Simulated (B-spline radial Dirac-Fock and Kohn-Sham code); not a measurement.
Auger parameter of indium: the K level and its strongest K-LL line

Level of theory: Dirac-Fock ΔSCF + Breit + QED; a radial atomic solver. The modified Auger parameter α′ is the binding energy plus the kinetic energy of the Auger electron; it does not depend on the energy zero. For free ions it tends to fall with charge, since less charge screens the final holes.

| species | configuration | binding 1s (eV) | Auger line | kinetic (eV) | α′ (eV) |
| --- | --- | --- | --- | --- | --- |
| In | [Kr] 4d10 5s2 5p1 | 27947.2 | L2L3 J=2 | 20115.9 | 48063.1 |
| In | [Kr] 4d10 5s1 5p2 | 27948.8 | L2L3 J=2 | 20114.4 | 48063.2 |
| In⁺ | [Kr] 4d10 5s2 | 27955.7 | L2L3 J=2 | 20105.7 | 48061.5 |
| In⁺ | [Kr] 4d9 5s2 5p1 | 27964.1 | L2L3 J=2 | 20095.8 | 48059.9 |
| In⁺ (Watson 2 Å) | [Kr] 4d10 5s2 | 27948.7 | L2L3 J=2 | 20112.9 | 48061.6 |
| In²⁺ | [Kr] 4d10 5s1 | 27967.0 | L2L3 J=2 | 20093.2 | 48060.2 |
| In²⁺ (Watson 1.8 Å) | [Kr] 4d10 5s1 | 27951.2 | L2L3 J=2 | 20109.2 | 48060.3 |
| In²⁺ (Watson 3 Å) | [Kr] 4d10 5s1 | 27957.4 | L2L3 J=2 | 20102.8 | 48060.2 |
| In³⁺ | [Kr] 4d10 | 27979.4 | L2L3 J=2 | 20079.9 | 48059.3 |
| In³⁺ | [Kr] 4d9 5p1 | 27988.2 | L2L3 J=2 | 20069.5 | 48057.7 |
| In³⁺ (Watson 1.6 Å) | [Kr] 4d10 | 27952.4 | L2L3 J=2 | 20106.9 | 48059.3 |
| In³⁺ (Watson 2.2 Å) | [Kr] 4d10 | 27959.7 | L2L3 J=2 | 20099.6 | 48059.3 |
| In⁴⁺ | [Kr] 4d9 | 28000.3 | L2L3 J=2 | 20056.4 | 48056.7 |
| In⁵⁺ | [Kr] 4d8 | 28022.9 | L2L3 J=2 | 20031.4 | 48054.3 |
| In⁶⁺ | [Kr] 4d7 | 28047.0 | L2L3 J=2 | 20004.9 | 48051.8 |
| In⁷⁺ | [Kr] 4d6 | 28072.5 | L2L3 J=2 | 19977.0 | 48049.5 |
| In⁸⁺ | [Kr] 4d5 | 28099.4 | L2L3 J=2 | 19947.8 | 48047.2 |

Values without a named source are computed, but for edge energies of neutral atoms, which are taken from tables.
